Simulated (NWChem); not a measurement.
Molecule: C3H4F2Si; SMILES CC#C[SiH](F)F

**Question.** Give the equilibrium geometry at PBE-D3(BJ)/def2-SVP (NWChem) as a list of bonds and angles, with the point group.

**Answer.** point group C1; any orientation.
Bonded distances (Å): C1–C2 1.451, C1–H7 1.110, C1–H8 1.110, C1–H9 1.110, C2–C3 1.231, C3–Si4 1.810, Si4–F5 1.628, Si4–F6 1.628, Si4–H10 1.489. Bond angles (°): C2–C1–H7 111.2, C2–C1–H8 111.0, C2–C1–H9 111.1, H7–C1–H8 107.8, H7–C1–H9 107.8, H8–C1–H9 107.8, C1–C2–C3 179.6, C2–C3–Si4 179.8, C3–Si4–F5 109.5, C3–Si4–F6 109.5, C3–Si4–H10 113.9, F5–Si4–F6 106.8, F5–Si4–H10 108.4, F6–Si4–H10 108.5.
